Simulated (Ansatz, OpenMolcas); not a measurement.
Heat of formation of NBrO (nitrosyl bromide) from total energies

The species is NBrO (3 atoms), meant as a singlet with charge 0. SMILES: `O=NBr`. Geometry: relaxed at PBE0-D4/def2-TZVP.

```xyz
3

O     0.9418   -0.6468    0.4485
N    -0.0449   -0.6365   -0.0929
Br   -0.8968    1.2833   -0.3556
```

Total energies at M06-L/def2-TZVP (OpenMolcas 26.06); the atoms run unrestricted:

```
species    state   energy (Eh)
   NBrO  singlet  -2704.004588
      O  triplet    -75.086027
      N  quartet    -54.600803
     Br  doublet  -2574.018692
```

Harmonic wavenumbers at PBE0-D4/def2-TZVP, in cm⁻¹: 287, 585, 1947.

Measured heats of formation of the gaseous atoms at 298.15 K, in kJ/mol: O 249.2, N 472.4, Br 111.9. Spin-orbit lowering of the atoms at 298 K (mean of the ground term's levels less their thermal mean, from spectra), in kJ/mol: O 0.40, Br 14.69. Take 1 Eh = 2625.50 kJ/mol, 1 cm⁻¹ = 0.0119627 kJ/mol, RT = 2.479 kJ/mol.

Problem. What heat of formation follows?

Solution. 
1. Electronic atomisation energy: (-75.086027) + (-54.600803) + (-2574.018692) − (-2704.004588) = 0.299066 Eh = 785.2 kJ/mol.
2. Zero-point energy: half the sum of the wavenumbers, 1409.5 cm⁻¹ = 16.9 kJ/mol.
3. Thermal vibrational enthalpy, Σ hcν̃/(exp(hcν̃/kT) − 1): 1.6 kJ/mol. Translation, rotation and pV of a non-linear molecule: 4 RT = 9.9 kJ/mol.
4. The 3 free atoms carry 5/2 RT each: 18.6 kJ/mol.
5. Spin-orbit coupling lowers the free atoms by 0.40 + 14.69 = 15.1 kJ/mol.
6. Atomisation enthalpy at 298 K: 785.2 − 15.1 − 16.9 − 1.6 − 9.9 + 18.6 = 760.3 kJ/mol.
7. Sum of the atoms' heats of formation: 833.5 kJ/mol. Heat of formation: 833.5 − 760.3 = +73.2 kJ/mol.

The tabulated value is +82.1 kJ/mol (NIST-JANAF tables), so this level is off by -8.9 kJ/mol, or 1.2 % of the atomisation enthalpy. Relativity is left out. Anharmonicity and any spin-orbit splitting of the molecule are left out.
